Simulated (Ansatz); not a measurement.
Molecule: YCl$_{2}$ (charge 0, doublet). SMILES of the parent species: [Cl][Y][Cl]

Atoms: Y1, Cl2, Cl3. Bonds: Y1-Cl2, Y1-Cl3.

Bond lengths (Å) and angles (degrees) optimised at HF/3-21G with Ansatz (a program for electronic structure); PBE/6-31G* with LANL2DZ past Ar with Ansatz; B3LYP/LANL2DZ with Ansatz; B3LYP/6-31G* with LANL2DZ past Ar with Ansatz, each started from the B3LYP-D3(BJ)/def2-TZVP structure (Ansatz) of the last column. A row stands for all coordinates that are equal there. 6-31G* holds six Cartesian d functions. No wavenumbers were computed at PBE/6-31G* with LANL2DZ past Ar, B3LYP/LANL2DZ, so these may be saddle points.

| coordinate | HF/3-21G | PBE/6-31G* with LANL2DZ past Ar | B3LYP/LANL2DZ | B3LYP/6-31G* with LANL2DZ past Ar | B3LYP-D3(BJ)/def2-TZVP |
|---|---|---|---|---|---|
| Y1-Cl2 | 2.526 | 2.427 | 2.469 | 2.441 | 2.439 |
| Cl2-Y1-Cl3 | 179.9 | 118.5 | 125.1 | 124.3 | 125.8 |

Mean signed difference of all 2 bond lengths from B3LYP-D3(BJ)/def2-TZVP: HF/3-21G 0.087 Å, PBE/6-31G* with LANL2DZ past Ar -0.012 Å, B3LYP/LANL2DZ 0.030 Å, B3LYP/6-31G* with LANL2DZ past Ar 0.002 Å.
